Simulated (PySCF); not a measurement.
**Gas-phase XPS of (H2Al-mu-F)3, computed**

(H2Al-mu-F)3.
Geometry (PBE0-D3(BJ)/def2-SVP, Å), atoms numbered from 1 in this order:
```
atom  x, y, z in Å
Al1    2.010    0.011    0.313
H2     2.920    0.449   -0.898
H3     2.447   -0.420    1.765
F4     0.688    1.257    0.486
Al5   -1.091    1.652    0.382
H6    -1.280    2.678   -0.799
H7    -1.644    1.730    1.857
F8    -1.486   -0.010   -0.261
Al9   -0.892   -1.682   -0.686
H10   -1.005   -1.840   -2.250
H11   -1.390   -2.662    0.445
F12    0.838   -1.245   -0.304
```

Theory: PySCF, delta-SCF UKS SCAN, pcX-2 on the ionised atom, pcseg-1 elsewhere, spin-free X2C. Each binding energy is the total energy of the core-ionised species, with the hole localised on one atom, minus that of the ground state; both are solved self-consistently, so orbital relaxation is included.

**Question.** What binding energy does each computed site have?

**Answer.** 
```tsv
atom(s)	bonded to	level	binding energy (eV)	count
Al1/Al5/Al9	2 F and 2 H	Al 1s	1568.34	3
F4/F8/F12	2 Al	F 1s	693.85	3
```

**Question.** Which photon wavelength matches the Al 1s of Al1/Al5/Al9 threshold?

**Answer.** λ = hc/E = 12398.42 eV Å / 1568.34 eV = 7.905 Å.

**Question.** Which photon energy gives electrons from Al 1s of Al1/Al5/Al9 a kinetic energy of 100 eV, and what is their de Broglie wavelength?

**Answer.** hν = 1568.34 + 100 = 1668.34 eV, recoil neglected; λ = 12.264 Å/√(E/eV) = 1.23 Å.

The first atom of each set that the bonding makes equivalent was ionised and stands for the set. Geometry: PBE0-D3(BJ)/def2-SVP, one conformer, isolated molecule.
